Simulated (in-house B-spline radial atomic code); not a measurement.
**Solving the quasi-particle equation for 5d up of the osmium ion Os³⁺**

Configuration [Xe] 4f14 5d5, highest spin, start PBE; correlation leaves out the 9 deepest shells, empty levels kept to 3200 hartree. Computed with an all-electron radial atomic-structure program (B-spline basis): all electrons, scalar-relativistic (spin-free one-electron X2C), finite nucleus, each spin shell either full or empty, empty states to l = 9 with an (l + 1/2)⁻⁴ tail; G0W0 by contour deformation at full frequency.

At the mean-field level ε = -36.416 eV the matrix elements are Σx = -31.704 eV, v_xc = -24.992 eV and Σc(ε) = -0.573 eV, and the slope of the correlation self-energy is dΣc/dω = -0.0684. The quasi-particle energy solves E = ε + Σx − v_xc + Σc(E).

(1) What does the linearised equation give?

(2) How does that compare with the full solution and with static screening?

## Answers

(1) Z = 1/(1 − dΣc/dω) = 1/1.0684 = 0.9360. The first-order shift is Σx − v_xc + Σc(ε) = -31.704 − (-24.992) + (-0.573) = -7.285 eV, so E ≈ ε + Z × shift = -36.416 + 0.9360 × (-7.285) = -43.235 eV.

(2) Solving the equation at full frequency dependence gives E = -43.597 eV, where Σc = -0.470 eV and the weight is 0.800; the linearised value is off by 362 meV. Σc changes between ε and E by more than either slope allows, so a pole of Σc lies between them and the linearisation fails. Leaving Z out would give -43.701 eV. Static COHSEX puts -3.058 eV in place of Σc and gives -46.186 eV, 2.59 eV deeper.
